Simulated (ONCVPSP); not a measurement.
# phosphorus: one change to an ONCV potential, before and after

P (Z = 15), optimised norm-conserving Vanderbilt (ONCV), made with ONCVPSP 4.0.1 (Wu-Cohen, scalar-relativistic). Core [He], reference 2s2 2p6 3s1.5 3p3.5. Waves: 2s+3s: rc 0.75 bohr, ncon 4, nbas 7, qcut 17.3 1/bohr, 2 projectors; 2p+3p: rc 1.05 bohr, ncon 3, nbas 6, qcut 14.3 1/bohr, 2 projectors; d scattering state at 0.38 Ha: rc 1.00 bohr, ncon 4, nbas 9, qcut 10 1/bohr, 3 projectors, debl 2.2 Ha. Local part: polynomial inside 0.65 bohr (lpopt 5, dvloc0 2 Ha). Core correction: none.

Change: all radii scaled by about 1.07 (s 0.80, p 1.12, d 1.08 bohr); local potential polynomial inside 0.70 bohr (lpopt 5, dvloc0 2 Ha).

Cutoffs: the cutoffs (Ha) at which the residual kinetic energy of the hardest occupied pseudo-wave falls to 1 and 0.1 mHa per electron; they do not see the model core or the augmentation charge, which bear on the density cutoff. Errors are all-electron minus pseudo energies relative to the spin-unpolarised reference configuration.

Task: How do hardness, ghosts and transferability respond?

Result: The potential gets softer (95 Ha and 115 Ha → 85 Ha and 106 Ha); the bound ghost in d disappears; of the 4 tests that both files solve, the error grows in 1 and shrinks in 0 by more than 15 % and 0.3 meV (median size 2.2 → 2.3 meV). A larger radius leaves more room for a smooth pseudo-wave, so fewer plane waves are needed.

```tsv
quantity	base	changed
cutoff, loose	95 Ha	85 Ha
cutoff, tight	115 Ha	106 Ha
loose cutoff by channel	s 95 Ha, p 80 Ha	s 85 Ha, p 71 Ha
bound ghosts	d	none
GHOST(+) flags under 300 eV	none	none
error for 2s2 2p6 3s2 3p3, meV [ΔE -4.24 eV]	-0.1	-0.2
error for 2s2 2p6 3s2 3p2, meV [ΔE 5.46 eV]	+0.5	+0.5
error for 2s2 2p6 3s2 3p1, meV [ΔE 24.60 eV]	+3.9	+4.1
error for 2s1 2p6 3s2 3p3, meV [ΔE 184.02 eV]	-395	-457
```

 A true bound ghost makes a file unfit for plane-wave use even where its test errors are small: the radial tests pick states by their node count and pass the ghost by.
